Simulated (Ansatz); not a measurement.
Gas-phase reaction R1 → P1 + P2, each structure at its B3LYP-D3(BJ)/def2-TZVP stationary point, reached from a drawn start (curvature not checked).
R1, F2La (SMILES [F][La][F]) (charge 0, multiplicity 2, Z-matrix in Å and degrees):
```
La
F 1 2.1293
F 1 2.1293 2 111.75
```
P1, FLa (SMILES [F][La]) (charge 0, multiplicity 1):
```xyz
2

La    -0.009    -0.018    -1.045
F      0.009     0.018     1.045
```
P2: F atom, charge 0, multiplicity 2.

P less R. No zero-point or thermal terms; singlets are restricted closed shells; open shells are unrestricted; no spin–orbit coupling. The spin states of the d-block species are the ones drawn and need not be the lowest.

Frozen-core correlation throughout.

Programs: Ansatz (an electronic-structure program) with Gaussian orbitals. No computed number here is a measurement. Elements past Kr take the def2 small-core potentials, without spin–orbit coupling.

| level | reaction energy (eV) |
|---|---|
| PBE/def2-TZVPP | 6.909 |
| BLYP/def2-TZVPP | 6.696 |
| r2SCAN/def2-TZVPP | 7.003 |
| wB97X-V/def2-TZVPP | 6.710 |
| wB97M-V/def2-TZVPP | 6.502 |
| MP2/def2-SVP | 6.737 |
| MP2/def2-TZVPP | 6.926 |
| MP2/def2-QZVPP | 7.043 |
| SCS-MP2/def2-SVP | ___ |

Question: Some entries are withheld; supply them.

Answer: 
- SCS-MP2/def2-SVP, reaction energy (eV): 6.488
